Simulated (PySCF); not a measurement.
A structure optimised at B3LYP-D3(BJ)/def2-SVP, used in a PySCF frequency run:

```xyz
9

Zr     0.0000     0.0000     1.1187
H      1.5368    -0.8873     1.6852
H      0.0000     1.7745     1.6852
H     -1.5368    -0.8873     1.6852
O      0.0000     0.0000    -0.7908
Si     0.0000     0.0000    -2.4721
H      0.0000    -1.4074    -2.9552
H      1.2189     0.7037    -2.9552
H     -1.2189     0.7037    -2.9552
```
Charge 0, spin multiplicity 1.

Write its SMILES, formula and point group.

[SiH3][O][ZrH3], H6OSiZr, C3v

What are its rotational constants (standard atomic weights)?

32.578, 1.5009, 1.5009 GHz
